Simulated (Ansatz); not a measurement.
The molecule NiF, multiplicity 2 (the spin of the measured ground state). No spin–orbit coupling. Ni is treated without relativity.

D_e counts from the fitted minimum to each atom's lowest state at the same level, without counterpoise.

Correlated levels freeze the inner cores; with def2 sets outer-core shells near the valence are correlated too.

The values were computed with Ansatz (a quantum-chemistry and plane-wave program). Values without a source in brackets are computed.

PBE/def2-TZVPP gives 107.51 kcal/mol for the bond energy D_e.

Problem. Predict the shift from PBE, with its sign, for: r2SCAN/def2-TZVPP, B3LYP/def2-TZVPP, wB97M-V/def2-TZVPP, CCSD(T)/def2-TZVPP.

Solution. r2SCAN/def2-TZVPP -4.31; B3LYP/def2-TZVPP -9.99; wB97M-V/def2-TZVPP -4.13; CCSD(T)/def2-TZVPP -9.05 kcal/mol. 0 of 4 lie above PBE; the widest gap is to B3LYP/def2-TZVPP.

Doubts at one or more of the structures used: a spin-contaminated determinant (r2SCAN/def2-TZVPP).
